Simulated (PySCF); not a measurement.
Question: Give a GFN2-xTB geometry of `FC(F)(F)[C@@H]1CC[C@@H]1Cl`.

Answer: 
```
atom  x, y, z in Å
F1     2.2287   -0.5307   -1.3196
C2     1.5543    0.3361   -0.5379
F3     2.4782    0.9812    0.1829
F4     1.0022    1.2258   -1.3680
C5     0.5492   -0.4109    0.3194
C6    -0.6044   -0.9976   -0.5191
C7    -1.5328    0.1148   -0.0035
C8    -0.4862    0.4549    1.0639
Cl9   -0.1077    2.1736    1.3023
H10    1.1220   -1.1038    0.9382
H11   -0.8927   -1.9904   -0.1849
H12   -0.4314   -1.0149   -1.5922
H13   -2.5035   -0.1943    0.3740
H14   -1.6615    0.9185   -0.7239
H15   -0.7189    0.0457    2.0463
```

Orientation and origin are arbitrary. Atoms count from 1 in this order. The 4-membered ring C5–C6–C7–C8 has internal angles of 88.5° to 89.9°; it is puckered, 0.09 Å rms from its mean plane, widest ring torsion 13°. Of the pairs four or more bonds apart, F4···Cl9 is among the closest relative to their van der Waals radii: 3.04 Å, 95 % of the sum of Bondi's values. The 5 C–C bonds span 1.518 Å (C2–C5, drawn single) to 1.542 Å (C5–C6, drawn single), a spread of 0.024 Å.

Bonds between heavy atoms (Å): F1–C2 1.348, C2–F3 1.338, C2–F4 1.336, C2–C5 1.518, C5–C6 1.542, C6–C7 1.538, C7–C8 1.533, C8–Cl9 1.776, C5–C8 1.541.

The geometry is computed with GFN2-xTB (gas phase).

Point group: C1 (no symmetry element, even within 0.4 Å). No frequency check. The numbers are those of one conformer (C2–C5–C6–C7 -105°, C5–C6–C7–C8 -13°, C6–C7–C8–Cl9 135°, C2–C5–C8–C7 101°).
